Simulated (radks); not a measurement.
Neutral iridium, configuration [Xe] 4f14 5d7 6s2. All-electron calculation, scalar-relativistic Kohn-Sham, PBE, spin-unpolarised, spherical densities, finite nucleus; Fermi nuclear charge, rms radius 5.4032 fm; hard spherical wall at 1.5 bohr. Program: a radial shooting solver on a logarithmic mesh with Libxc functionals. Some entries of the table are withheld. Estimate them.

orbital,occ.,eigenvalue (eV),r(max) (bohr),<r> (bohr)
1s,2,-75916.32,(1),0.01744
2s,2,-13137.68,0.06232,0.07364
2p,6,-11392.67,0.05139,0.06626
3s,2,-2951.942,0.1758,0.1907
3p,6,(2),0.1747,0.1916
3d,10,-1877.559,0.1424,0.1737
4s,2,-516.3792,0.3988,0.4268
4p,6,-350.7039,0.4198,0.4563
4d,10,-146.9819,0.4306,0.4900
5s,2,31.0596,0.8917,0.8745
4f,14,78.5743,0.4072,0.5520
5p,6,85.5556,0.9541,0.9057
5d,7,164.2110,1.017,0.9230
5f,0,262.9507,1.072,0.8837
6s,2,357.2986,1.203,0.9094
6p,0,422.3165,1.220,0.8950
7s,0,859.7543,1.304,0.8752

Answer. 
(1) 1s r(max) (bohr): 0.01082
(2) 3p eigenvalue (eV): -2441.690
